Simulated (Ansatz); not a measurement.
```yaml
crystal:
  periodic: [false, false, false]
  atoms:
    - {symbol: C, position_ang: [-2.805264, 3.704924, 1.118418]}
    - {symbol: Y, position_ang: [-1.125172, -0.551887, -2.408617]}
    - {symbol: C, position_ang: [3.782997, -2.884886, -0.451159]}
    - {symbol: F, position_ang: [-4.642661, -3.790086, -3.474481]}
    - {symbol: H, position_ang: [-2.682024, 2.852540, 3.686714]}
    - {symbol: H, position_ang: [-1.187772, 5.875006, 0.990096]}
    - {symbol: H, position_ang: [-5.331468, 4.583560, 0.730171]}
    - {symbol: H, position_ang: [3.843554, -5.584471, -0.543555]}
    - {symbol: H, position_ang: [4.165637, -2.180490, 2.135942]}
    - {symbol: H, position_ang: [5.982172, -2.024234, -1.783554]}
basis:
  gaussian: {orbitals: def2-TZVPD, final_grid: {core_spheres: 8, valence_spheres: 7, degree: 23}}
hamiltonian: {xc: {name: PBE}, dispersion: d3bj}
scf: {lower_state_search: light}
output: {forces: true}
```

```sh
$ ansatz run in.yaml --threads 4 --pin off --events-out ev --progress --plain --max-ram 10444MiB
```

Output, abridged:

```
Functional definition: PBE
1187 factors; their error is unknown
mean field evaluation 1: about -5869.5571 eV, gradient 6.1e1 eV
mean field evaluation 2: about -4648.0706 eV, gradient 4.2e2 eV
mean field evaluation 4: about -4767.0017 eV, gradient 3.8e2 eV
mean field evaluation 8: about -5889.3666 eV, gradient 2.9e0 eV
mean field evaluation 16: about -5889.9130 eV, gradient 1.3e-1 eV
mean field evaluation 32: about -5889.9111 eV, gradient 9.7e-1 eV
mean field evaluation 64: about -5889.9145 eV, gradient 7.2e-4 eV
mean field evaluation 96: about -5889.9146 eV, gradient 2.5e-3 eV
mean field evaluation 288: about -5889.9145 eV, gradient 7.7e-3 eV
mean field evaluation 320: about -5889.9002 eV, gradient 2.2e-3 eV
mean field -5889.91457845 eV, -216.4503684307 hartree, gradient 6.8e-10 eV, S^2 0.000000; 9 other end points of the search recorded, 0 dependent functions left out
reference -5889.91468868 eV, -216.4503724814 hartree; 19, 19 occupied and 189, 189 virtual orbitals, 1187 factors
Total energy: -5889.99435319 eV, -216.4533000980 hartree
Atom 0 at    -2.805264     3.704924     1.118418 Å, force    -0.397960     1.082783     1.017738 eV/Å
Atom 1 at    -1.125172    -0.551887    -2.408617 Å, force    -0.246545    -0.239697    -0.021852 eV/Å
Atom 2 at     3.782997    -2.884886    -0.451159 Å, force     1.301322    -0.573239     0.575948 eV/Å
Atom 3 at    -4.642661    -3.790086    -3.474481 Å, force     0.276875     0.255927     0.079468 eV/Å
Atom 4 at    -2.682024     2.852540     3.686714 Å, force    -0.058406     0.413783    -1.292042 eV/Å
Atom 5 at    -1.187772     5.875006     0.990096 Å, force    -0.801759    -1.088921     0.050941 eV/Å
Atom 6 at    -5.331468     4.583560     0.730171 Å, force     1.276811    -0.449338     0.186544 eV/Å
Atom 7 at     3.843554    -5.584471    -0.543555 Å, force    -0.040211     1.367690     0.043485 eV/Å
Atom 8 at     4.165637    -2.180490     2.135942 Å, force    -0.204717    -0.347239    -1.294831 eV/Å
Atom 9 at     5.982172    -2.024234    -1.783554 Å, force    -1.105409    -0.421748     0.654603 eV/Å
Dipole moment:     0.977505     1.064258    -0.400591 e Å
```

Task: What is wrong with this run?

Result: The geometry is stretched to more than twice its size. Self-consistency was reached. The result belongs to that input, not to the molecule as meant.
